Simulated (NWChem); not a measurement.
System: C$_{3}$HBrF$_{2}$; SMILES C(=C=CF)(F)Br

NWChem input:

```
start job
memory heap 200 mb stack 900 mb global 1100 mb
geometry units angstroms noautosym nocenter noautoz
  F      0.648534    -3.304766    -0.441022
  C      0.237751    -2.442343     0.503400
  C     -0.239445    -1.241808     0.239306
  C     -0.686298    -0.022599     0.041342
  F     -1.969304     0.296103    -0.140877
  Br     0.438440     1.509352    -0.020066
  H      0.343752    -2.859947     1.521801
end
basis spherical
  F library 6-31g*
  C library 6-31g*
  Br library 6-31g*
  H library 6-31g*
end
dft
  xc xpbe96 cpbe96
  iterations 150
end
cosmo
  do_cosmo_smd true
  solvent water
end
task dft energy
```

Geometry: optimised at PBE-D3(BJ)/def2-SVP. Solvent: water.

Level: PBE/6-31G* with SMD (1 M gas to 1 M solution), gas-phase geometry.

**Question.** Predict the main results of this run. (PBE/6-31G* (spherical d), SMD on the gas-phase geometry.) Quantities: solvation free energy (kcal/mol); cavity-dispersion-structure term (kcal/mol); dipole in solution (D).

**Answer.** 
```json
{
  "solvation free energy (kcal/mol)": "1.7",
  "cavity-dispersion-structure term (kcal/mol)": "3.7",
  "dipole in solution (D)": "1.78"
}
```
